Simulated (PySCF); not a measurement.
A species of formula C3H5BF2S has this rotational fingerprint, computed with PBE0-D3(BJ)/def2-SVP geometry optimisation, gas phase in PySCF:

- Rotational constants: A = 3523, B = 1745, C = 1476 MHz
- Dipole components: |μa| = 1.78 D, |μb| = 1.40 D, |μc| = 1.25 D
- Inertial defect: -90.60 u·Å²
- κ: -0.74

Problem. Which structure is it? (One computed conformer of each.)
A. `[CH3:1][S:2]/[C:3]([BH:4][F:5])=[CH:6]\[F:7]` with C1–S2–C3–B4 2°, S2–C3–B4–F5 2°
B. `[CH2:1]=[C:2]([S:3][CH3:4])[B:5]([F:6])[F:7]` with C1–C2–S3–C4 -1°
C. `[F:1][B:2]([F:3])[C@@H:4]1[CH2:5][CH2:6][S:7]1` with F1–B2–C4–C5 5°, B2–C4–C5–C6 -80°, C4–C5–C6–S7 -19°, C5–C6–S7–C4 16°, B2–C4–S7–C6 101°

Solution. C. It is FB(F)[C@@H]1CCS1, an asymmetric top, point group C1. The candidates at the same level (rigid rotor, commonest isotopes):

```csv
SMILES,A (MHz),B (MHz),C (MHz),μa (D),μb (D),μc (D),Δ (u·Å²),point group,rotor
C=C(SC)B(F)F,4148,1372,1038,2.25,1.67,0.01,-3.38,near Cs,asymmetric top
CS/C(BF)=C\F,2818,1679,1059,0.66,0.68,0.07,-3.34,near Cs,asymmetric top
FB(F)[C@@H]1CCS1,3523,1745,1476,1.78,1.40,1.25,-90.60,C1,asymmetric top
```

`C=C(SC)B(F)F` has C 30 % too low; `CS/C(BF)=C\F` has C 28 % too low. No structure here is proved a minimum.
